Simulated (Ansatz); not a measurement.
```yaml
crystal:
  periodic: [false, false, false]
  atoms:
    - {symbol: Ca, position_ang: [1.836117, 0.947480, 1.136525]}
    - {symbol: Ca, position_ang: [-1.751802, 0.698364, 1.414605]}
    - {symbol: Ca, position_ang: [0.088786, -1.816762, -0.455535]}
    - {symbol: Ca, position_ang: [-0.243312, 1.565006, -1.747232]}
    - {symbol: Se, position_ang: [-2.181349, -0.319906, -1.129329]}
    - {symbol: Se, position_ang: [0.246584, -1.042463, 2.233147]}
    - {symbol: Se, position_ang: [2.004986, -0.031718, -1.452192]}
basis:
  gaussian: {orbitals: def2-TZVP, initial_orbitals: start.molden}
correlation: {method: mp2}
scf: {omitted_lower_state_checks: [starts]}
output: {orbitals: {seedname: orbitals}}
```

The file start.molden holds the orbitals of an earlier run on this structure, at another level or in another basis.

```sh
$ ansatz run in.yaml --threads 4 --pin off --events-out ev --progress --plain --max-ram 4787MiB
```

**Question.** Does this run fit into the memory that it is given?

**Answer.** No. It has 288 basis functions, and Ansatz plans for 4.72 GiB where 4.67 GiB are given.
